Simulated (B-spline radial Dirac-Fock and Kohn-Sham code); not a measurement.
**The K-LL Auger spectrum of K⁵⁺**

System: potassium as K⁵⁺ in the configuration [Ne] 3s2 3p2.

Model: multi-electron Dirac-Fock with separately optimised hole states, Breit and Lamb-shift corrections added in first order. Program: a radial B-spline solver. The two-hole levels come from diagonalising the Coulomb interaction among the jj configurations; intensities are independent-particle Coulomb rates. Kinetic energies are from the vacuum level. Correlation and solid-state effects are left out. Open outer shells are spectators and are not coupled to the holes.

| kinetic energy (eV) | J | leading jj holes (weight) | leading LS term (weight) | intensity (%) |
| --- | --- | --- | --- | --- |
| 2697.8 | 0 | L1L1 (0.98) | ¹S0 (0.98) | 5.9 |
| 2770.4 | 1 | L1L3 (0.62) | ¹P1 (1.00) | 20.3 |
| 2795.8 | 0 | L1L2 (1.00) | ³P0 (1.00) | 0.7 |
| 2796.8 | 1 | L1L2 (0.62) | ³P1 (1.00) | 2.0 |
| 2798.7 | 2 | L1L3 (1.00) | ³P2 (1.00) | 3.0 |
| 2853.9 | 0 | L2L2 (0.50) | ¹S0 (0.95) | 6.6 |
| 2863.6 | 2 | L2L3 (0.79) | ¹D2 (0.98) | 60.1 |
| 2870.8 | 0 | L3L3 (0.51) | ³P0 (0.97) | 0.2 |
| 2871.4 | 1 | L2L3 (1.00) | ³P1 (1.00) | 0.0 |
| 2873.6 | 2 | L3L3 (0.79) | ³P2 (0.98) | 1.2 |

The strongest line, by its leading LS label ¹D2, lies at 2863.6 eV. The mean weight of the leading component is 0.78 in jj and 0.98 in LS coupling, so LS labels describe these levels better.

Run: 12 s of CPU time on 1 thread of Neoverse-V1 (shared host), peak memory 0.31 GiB.

Values without a named source are computed, but for edge energies of neutral atoms, which are taken from tables.
